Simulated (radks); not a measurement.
Effect of the nuclear size on the thallium ion Tl+, [Hg]. All-electron calculation, Dirac Kohn-Sham, PBE, spin-unpolarised, spherical densities, finite nucleus; Fermi nuclear charge, rms radius 5.4759 fm. Program: a radial shooting solver on a logarithmic mesh with Libxc functionals. The rms radius is varied about that value; shifts are against it.

rms radius (fm)  total energy shift (eV)  density at nucleus (e/bohr^3)  1s1/2 shift (meV)  2s1/2 shift (meV)  4p1/2 shift (meV)  5s1/2 shift (meV)  5p1/2 shift (meV)  6s1/2 shift (meV)  6p1/2 (empty) shift (meV)
4.8626                             -25.1                      2.653e+06             -10000              -1510              -1.62              -17.4              0.443              -1.61                      0.345
5.2131                             -10.9                      2.576e+06              -4370               -658             -0.710              -7.61              0.193             -0.702                      0.151
5.4759                                 0                      2.523e+06              0.000              0.000              0.000              0.000              0.000              0.000                      0.000
5.7168                              10.3                      2.477e+06               4110                619              0.672               7.16             -0.181              0.661                     -0.142
6.7025                              55.1                      2.316e+06              22000               3310               3.62               38.3             -0.962               3.53                     -0.757

Slopes of the eigenvalues against <r^2> in GHz/fm^2, as finite differences over the two radii next to the reference (eigenvalue slopes, not the field-shift constants of lines): 1s1/2 373000, 2s1/2 56100, 4p1/2 60.7, 5s1/2 648, 5p1/2 -16.4, 6s1/2 59.9, 6p1/2 (empty) -12.8.
